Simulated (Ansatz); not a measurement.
mercury atom (Hg), singlet (core potentials on Hg); BLYP/def2-SVP in Ansatz (a quantum-chemistry and plane-wave program).

Input for Ansatz:
Ansatz 0.2 input:
```yaml
crystal:
  periodic: [false, false, false]
  atoms:
    - {symbol: Hg, position_ang: [0.00000000, 0.00000000, 0.00000000]}
basis:
  gaussian:
    orbitals: def2-SVP
hamiltonian:
  xc: blyp
scf: {lower_state_search: full}
```

It wrote (shortened):

```
Functional definition: BLYP
298 factors; their error is unknown
mean field evaluation 1: about -4176.9831 eV, gradient 4.0e0 eV
mean field evaluation 2: about -4176.9646 eV, gradient 5.0e0 eV
mean field evaluation 4: about -4177.0153 eV, gradient 2.0e-2 eV
mean field evaluation 8: about -4176.9973 eV, gradient 3.8e-5 eV
mean field evaluation 16: about -4177.0147 eV, gradient 5.5e-1 eV
mean field evaluation 32: about -4176.9973 eV, gradient 5.6e-4 eV
mean field -4176.99727752 eV, -153.5018186785 hartree, gradient 1.5e-5 eV, S^2 0.000000; 2 other end points of the search recorded, 0 dependent functions left out
reference -4176.99747652 eV, -153.5018259916 hartree; 10, 10 occupied and 22, 22 virtual orbitals, 298 factors
Total energy: -4176.99747652 eV, -153.5018259916 hartree
```
